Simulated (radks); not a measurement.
The numbers below are computed, except where a source is named.
Radial electron density D(r) = 4 pi r^2 rho(r) of an atom or ion with 1 electrons. Code: a radial shooting solver on a logarithmic mesh with Libxc functionals. Model: scalar-relativistic Kohn-Sham, LDA (Slater exchange, Perdew-Wang correlation), spin-polarised, spherical densities, finite nucleus; Fermi nuclear charge, rms radius of each element as measured or else 0.836 A^(1/3) + 0.57 fm.

```
   r/bohr * D(r) (the largest magnitude, 1.05, reaches the edge; | marks zero)
  0.03706 | *
  0.04113 | *
  0.04527 |  *
  0.05023 |  *
  0.05529 |   *
  0.06086 |    *
  0.06753 |     *
  0.07434 |      *
  0.08183 |       *
   0.0908 |        *
  0.09995 |          *
     0.11 |            *
   0.1221 |              *
   0.1344 |                *
   0.1491 |                   *
   0.1641 |                      *
   0.1807 |                         *
   0.2005 |                            *
   0.2207 |                                *
   0.2429 |                                   *
   0.2695 |                                       *
   0.2967 |                                           *
   0.3266 |                                              *
   0.3624 |                                                 *
   0.3989 |                                                   *
   0.4426 |                                                     *
   0.4872 |                                                      *
   0.5363 |                                                      *
    0.595 |                                                     *
    0.655 |                                                  *
    0.721 |                                               *
      0.8 |                                          *
   0.8806 |                                     *
   0.9771 |                               *
    1.076 |                          *
    1.184 |                    *
    1.314 |               *
    1.446 |           *
    1.592 |       *
    1.766 |    *
    1.944 |  *
     2.14 | *
    2.375 |*
    2.614 *
      2.9 *
    3.193 *
    3.514 *
      3.9 *
```

What is the nuclear charge?

Answer. Z = 2. The innermost maximum, from 1s, lies near gamma/Z bohr with gamma = sqrt(1 - (Z/c)^2) = 1.000, here 0.5 bohr (found: 0.507), and its height grows with Z. The density is that of the helium ion He+ in 1s1; the configuration itself is not fixed sharply by these data. D(r) has 1 maximum, at r = 0.507 bohr.
